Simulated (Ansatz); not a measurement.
Reaction (formal exchange of groups at a B–C bond): `CB(F)C=O` + `ClCI` → `O=CBF` + `CC(Cl)I`

Program: Ansatz. Geometries: PBE0-D4/def2-TZVP. ΔE: electronic, gas phase. CBS: MP2 limit from def2 TZ/QZ plus the TZ coupled-cluster correction, frozen cores. DFT in def2-TZVPP. B3LYP here is the variant with VWN-RPA as its local correlation; programs differ in this. HSE06 is defined as in plane-wave codes. Elements past krypton have def2 core potentials. For I outer-core shells are correlated without core-valence functions, which leaves a few kJ/mol of doubt a bond. Each species was taken in one conformer, which may not be the lowest.

**Question.** Is it downhill or uphill in electronic energy at CCSD(T)/CBS, and by how much? (An estimate is asked.)

**Answer.** The calculation gave: Uphill: ΔE = +37.2 kJ/mol.

**Question.** What do these levels give: PBE-D4, B3LYP-D4, revPBE, BLYP, r2SCAN0, HSE06, BHLYP, CAM-B3LYP, LC-ωPBE, HF/def2-TZVPP, MP2/def2-TZVPP, CCSD/def2-TZVPP? (Estimate.)

**Answer.** The calculation gave: PBE-D4 45.5, B3LYP-D4 43.1, revPBE 49.4, BLYP 48.0, r2SCAN0 47.2, HSE06 47.6, BHLYP 46.0, CAM-B3LYP 46.8, LC-ωPBE 48.4, HF/def2-TZVPP 42.7, MP2/def2-TZVPP 33.9, CCSD/def2-TZVPP 39.7 kJ/mol.

Largest T1 diagnostic among the species: 0.015.

Leaving LDA and LC-ωPBE aside and taking each functional with its dispersion term where it has one, the values, not all of them listed here, spread over 8.3 kJ/mol, from PBE-QIDH to B97M-V. The D4 term adds −4.5 kJ/mol with B3LYP and −2.3 kJ/mol with PBE0; it sums over pairs of atoms, weighted by their polarisabilities, and B3LYP, whose exchange is more repulsive, gets the larger term.
